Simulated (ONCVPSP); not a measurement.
## Building the ONCV potential for Al (PW91, scalar-relativistic).

```json
{
 "Element": "aluminium (Al)",
 "Generator": "ONCVPSP 4.0.1",
 "Type": "optimised norm-conserving Vanderbilt (ONCV)",
 "Functional": "PW91",
 "Relativity": "scalar-relativistic",
 "Frozen core": "[Ne]",
 "Valence charge": "3",
 "Reference configuration": "3s2 (charge +1)",
 "Partial waves": "3s: rc 2.20 bohr, ncon 5, nbas 9, qcut 3.7 1/bohr, 2 projectors, debl 1.9 Ha; p scattering state at 0.23 Ha: rc 1.80 bohr, ncon 4, nbas 7, qcut 5.3 1/bohr, 3 projectors, debl 0.4 Ha",
 "Local potential": "polynomial inside 1.25 bohr (lpopt 5, dvloc0 -1 Ha)",
 "Core correction": "none"
}
```

In the p channel the program set the typed energies aside and used 0.050, 0.450, 0.850 Ha.

All-electron outer shells of the reference configuration (PW91, scalar-relativistic, ld1.x):

| shell | level (eV) | outermost node (bohr) | outermost maximum (bohr) |
| --- | --- | --- | --- |
| 2p | -78.16 | – | 0.43 |
| 3s | -14.86 | 0.80 | 2.01 |

What the tests gave:

```
Cutoffs needed           : 5.7 Ha and 11 Ha (the cutoffs (Ha) at which the residual kinetic energy of the hardest occupied pseudo-wave falls to 1 and 0.1 mHa per electron) The cutoffs count occupied waves only; projector 3 of the p channel, the hardest unoccupied one, needs 16 Ha at the loose tolerance.
Ghost test               : ghosts flagged at negative energy: p at -70.9 eV (a further GHOST(-) flag falls on a real empty level of the atom); GHOST(+) flagged for s at 85.7 eV, p at 461.3 eV; a true bound ghost makes a file unfit for plane-wave use
Largest excitation error : +23 meV (all-electron minus pseudo) for 3s1, out of 4 test configurations
```

Generation and tests took about 2.2 s on one core of a shared server CPU.
